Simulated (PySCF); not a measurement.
1-methylcyclopentene (C6H10), SMILES CC1=CCCC1.

Coordinates come from a r2SCAN-D4/def2-SVP optimisation. Other conformers were not sampled.

Two levels are set side by side: PBE/def2-TZVP (PySCF) and r2SCAN/def2-TZVP (PySCF). Same geometry, gas phase. Differences are taken from unrounded values.

```csv
quantity,r2SCAN,PBE,PBE minus r2SCAN
orbital gap (eV),5.50,5.09,-0.41
highest occupied level (eV),-5.57,-5.41,0.16
lowest empty level (eV),-0.07,-0.32,-0.25
dipole moment (D),0.29,0.27,-0.02
mean polarisability (bohr³),71.4,72.6,1.2
```

Rough cost on one machine, each run with all the roots and properties that it gave: r2SCAN against PBE about 4 times.
